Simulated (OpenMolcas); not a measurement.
## F3+: effect of correlating more closed shells

| Property | Result |
| --- | --- |
| Program | OpenMolcas 26.06 |
| Basis | ANO-L-VTZP [4s3p2d1f] |
| Scalar Hamiltonian | non-relativistic, point nucleus |
| Active space | 2 electrons in 3 orbitals (2p) |
| State averaging | 2S+1 = 3 even, 3 roots; 2S+1 = 1 even, 6 roots |
| Spin-orbit coupling | state interaction with AMFI integrals over the reference wave functions, term energies averaged over their components |

Methods on the same reference wave functions:
A. CASSCF
B. SS-CASPT2, IPEA 0.25 Eh, imaginary shift 0.1 Eh (closed shells correlated: 2s)
C. SS-CASPT2, IPEA 0.25 Eh, imaginary shift 0.1 Eh (closed shells correlated: 1s 2s)

Energies in cm-1 above 2s2 2p2 3P0, the measured ground level; measured values from Moore, Atomic Energy Levels, vol. I, NSRDS-NBS 35 (1971 reprint of NBS Circular 467, 1949).

```
      Level      A      B      C  Measured
2s2 2p2 3P0    0.0    0.0    0.0       0.0
2s2 2p2 3P1    228    229    229       225
2s2 2p2 3P2    669    670    670       613
2s2 2p2 1D2  27723  25880  25900     25241
2s2 2p2 1S0  68199  58470  58410     53544
```

Deviations, from unrounded energies. A percentage is the sum of absolute deviations over the sum of measured energies, with the sign that they share, or ± where signs differ.

```csv
Against measurement,Levels,A,B,C
mean absolute deviation (cm-1),4,4300,1400,1400
fine structure of the ground term (%),2,+7.0,+7.2,+7.2
other terms of the ground configuration (%),2,+21.8,+7.1,+7.0
```

B, C lie about equally close to measurement and A furthest from it. The largest miss of C in the table is 2s2 2p2 1S0, by +4900 cm-1. The ranking rests on the paired levels alone, and a cruder setting can come out closer through cancelling errors.

Between B and C the level of the table that moves most is 2s2 2p2 1S0, by 61 cm-1 (lowest in C, highest in B). Moves below CASPT2's spread within the term are not significant.

The two smallest mean deviations differ by little beside CASPT2's spread within terms, so their order carries little weight.

From A to B the spin-free energies of the other terms of 2s2 2p2 shown, above 3P, scale by factors of 0.86 to 0.93.

The lowest spin-free term lies below A's lowest term by 0.084 hartree in B, 0.088 hartree in C.

What an inner shell adds also hangs on whether the basis holds functions to correlate it.

CASPT2 does not keep the components of a term degenerate, so their means are used; among the terms shown or strongly mixed into the levels shown the widest spread is 71 cm-1 (2s2 2p2 1D, C). With the s shell closed, the reference lacks s² → p² mixing. Measured partners are found by configuration, term and J. A level has none where our copy of the source lacks it or the pairing is in doubt (some pairs that miss far off the trend of their configuration count as doubtful), and it then counts in no deviation. Only configurations of the active space appear.
